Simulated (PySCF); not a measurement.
## An isoelectronic set: 67 electrons

MP2 in PySCF with def2-TZVPPD on every atom (core potentials on In, Sn, Sb, I), for the lowest determinant that a PBE0 search found; no spin–orbit coupling. All have 67 electrons, 11 of them in the valence shells, and the same state, a doublet (π ↑). For ions De leads to the atom and ion picked by measured ionisation energies and electron affinities.

| species | difference of nuclear charges | Re (Å) | ωe (cm⁻¹) | k (mdyn/Å) | De (eV) | dissociates to |
| --- | --- | --- | --- | --- | --- | --- |
| GeSe⁻ | 2 | 2.244 | 345 | 2.69 | 3.92 | Ge + Se⁻ |
| GaBr⁻ | 4 | 2.569 | 176 | 0.674 | 1.19 | Ga + Br⁻ |
| InCl⁻ | 32 | 2.579 | 218 | 0.748 | 1.34 | In + Cl⁻ |
| GeBr | 3 | 2.314 | 305 | 2.10 | 3.64 | Ge + Br |
| SnCl | 33 | 2.361 | 355 | 2.01 | 3.91 | Sn + Cl |
| SiI | 39 | 2.433 | 369 | 1.84 | 3.26 | Si + I |
| AsBr⁺ | 2 | 2.168 | 407 | 3.75 | 3.72 | As⁺ + Br |
| SbCl⁺ | 34 | 2.228 | 465 | 3.45 | 3.50 | Sb⁺ + Cl |

(1) Which member of the whole set has the stiffest bond, and how does it compare with the softest?

Correlated steps freeze the inner cores (9 to 18 orbitals); shallow outer-core shells are correlated. These are scalar-relativistic numbers at best; spin–orbit coupling would shift them, the dissociation energy most. For an ion De counts to the pair picked by the measured ionisation energies or electron affinities, which need not be the lowest pair at this level. States were picked by a PBE0 search and need not be the measured ground states.

Results:

(1) AsBr⁺ with k = 3.75 mdyn/Å, 5.6 times that of GaBr⁻.
